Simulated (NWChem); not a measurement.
Molecule: CH₃BaClN₂

```xyz
8

Ba     0.4146     0.3691     0.0000
Cl    -0.6625     2.9373     0.0000
C     -1.0813    -2.2578     0.0000
N     -0.7204    -1.7105    -1.1645
N     -0.7204    -1.7105     1.1645
H     -1.7042    -3.1892     0.0000
H     -1.0989    -2.2247    -1.9646
H     -1.0989    -2.2247     1.9646
```
Atoms are numbered in this order, from 1.

Level: PBE-D3(BJ)/def2-SVP with def2 effective core potentials on Ba (NWChem), optimised geometry, unscaled harmonic frequencies. def2 effective core potentials on Ba; no spin-orbit coupling.

```tsv
frequency (cm⁻¹)	IR intensity (km/mol)
30	5.7
44	3.5
158	85.7
257	17.2
282	100.8
283	16.9
562	1.3
670	20.9
717	110.5
986	0.1
1120	165.0
1126	0.6
1290	113.0
1372	28.5
1588	243.4
2900	130.1
3510	24.4
3513	5.1
```

| Property | Result |
|---|---|
| zero-point energy | 29.2 kcal/mol |
| thermal correction to the enthalpy at 298.15 K (with zero-point energy) | 34.2 kcal/mol |
| heat capacity Cv | 21.0 cal/(mol K) |
| entropy at 298.15 K and 1 atm (symmetry number 1) | 90.3 cal/(mol K) |

Rigid rotor and harmonic oscillator; modes under 100 cm⁻¹ make the entropy uncertain.
